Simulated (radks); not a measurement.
These are the eigenvalues of the occupied orbitals of an atom or ion with whole-number occupations (eV). All-electron calculation, Dirac Kohn-Sham, BLYP, spin-unpolarised, spherical densities, finite nucleus; Fermi nuclear charge, rms radius of each element as measured or else 0.836 A^(1/3) + 0.57 fm. Program: a radial shooting solver on a logarithmic mesh with Libxc functionals.

| orbital | eigenvalue |
|---|---|
| 1s1/2 | -69867.00 |
| 2s1/2 | -12452.14 |
| 2p1/2 | -11932.33 |
| 2p3/2 | -10578.99 |
| 3s1/2 | -3238.956 |
| 3p1/2 | -3006.885 |
| 3p3/2 | -2713.814 |
| 3d3/2 | -2321.989 |
| 3d5/2 | -2258.246 |
| 4s1/2 | -1032.431 |
| 4p1/2 | -935.2978 |
| 4p3/2 | -863.6945 |
| 4d3/2 | -703.0504 |
| 4d5/2 | -689.2509 |
| 4f5/2 | -485.4667 |
| 4f7/2 | -482.4490 |

Which element is it, and in what charge state? The configuration may be excited. Open shells, if any, fill j = l - 1/2 first.

Answer. Z = 74, tungsten, charge +19: W19+ in [Kr] 4d10 4f9. The list shows which subshells hold electrons but not how many an open one holds; the 1s level, -2567.6 hartree, gives Z - s = 71.7 by -(Z - s)^2/2, which with screening and relativity narrows Z to a few neighbours, and the depths of the outer levels then fix element, charge and occupations together.
